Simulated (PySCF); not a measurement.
A structure optimised at PBE0-D3(BJ)/def2-SVP, used in a PySCF frequency run:

```xyz
9

Al    -0.8122     0.4977     0.2217
C     -2.5414    -0.3637     0.0661
H     -2.4723    -1.3935    -0.3158
H     -3.1963     0.2096    -0.6103
H     -3.0422    -0.3968     1.0476
O     -0.7474     2.1157     0.7480
H      0.0213     2.6716     0.8761
Se     1.1314    -0.6698    -0.3021
H      2.0072     0.4702     0.0112
```
Charge 0, spin multiplicity 1.

Problem. Write its SMILES and formula.

Solution. [CH3][Al]([OH])[SeH], CH₅AlOSe

Problem. What are its rotational constants (standard atomic weights)?

Solution. 5.6456, 1.7482, 1.3461 GHz
